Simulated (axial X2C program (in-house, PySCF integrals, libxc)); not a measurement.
**GeN⁺: from the spin-free to the two-component result**

All values were computed with an axial X2C code built on PySCF integrals. Spin-free means the one-electron spin-free X2C Hamiltonian; two-component (2c) means X2C with spin–orbit coupling and atomic mean-field two-electron Coulomb and Gaunt terms, so the difference of the two also holds small scalar two-electron terms. Basis: Ge dyall-cv3z [9s9p7d4f1g], N dyall-av3z [7s7p3d2f] (cores contracted in-house); Gaussian nuclei, density fitting, unrestricted open shells. Masses: Ge 73.921 u, N 14.003 u.

Spin-free state: M_S = 1, Λ = 0 (beyond evenly filled blocks: π+α, π-α); fragments Ge+ + N.

| level | Re (Å) | ωe (cm⁻¹) | De (eV) | μ (D) |
| --- | --- | --- | --- | --- |
| PBE0 | 1.899 | 644.7 | 2.206 | -1.50 |

Dipoles are positive if N is the positive end and refer to the centre of mass.

Two-component determinant lowest at the distance of the search:

Ω = 1 (⟨Sz⟩ = 1.00, ⟨Lz⟩ = 0.00 at PBE0); fragments Ge+ + N.

| level | Re (Å) | ωe (cm⁻¹) | μ (D) |
| --- | --- | --- | --- |
| PBE0 | 1.899 | 643.9 | -1.50 |

Q: From the two tables, how do the constants change at the PBE0 level (2c against spin-free)?

A: At the PBE0 level Re is unchanged within 0.001 Å and ωe drops by 0.8 cm⁻¹.

The state is a single determinant with fixed occupations, the lowest that a limited PBE0 search found. De is counted from the lowest determinant-based energies of the atoms at the same level, without counterpoise correction. De is not given where an atomic determinant may have missed its ground term or J level, or where the truncated virtual space spoils (T). Density functionals use the spin component along the axis (collinear). The functionals have no current-density term, which raises determinants with orbital currents, atoms included. With several unpaired electrons one determinant need not be a pure state. Open-shell Ω = 0 determinants with evenly filled partner blocks cannot be reached by this program, so the Ω shown need not be the lowest component. This is the Ω = 1 component of a π² triplet; the 0⁺ component is not one determinant and can lie lowest.
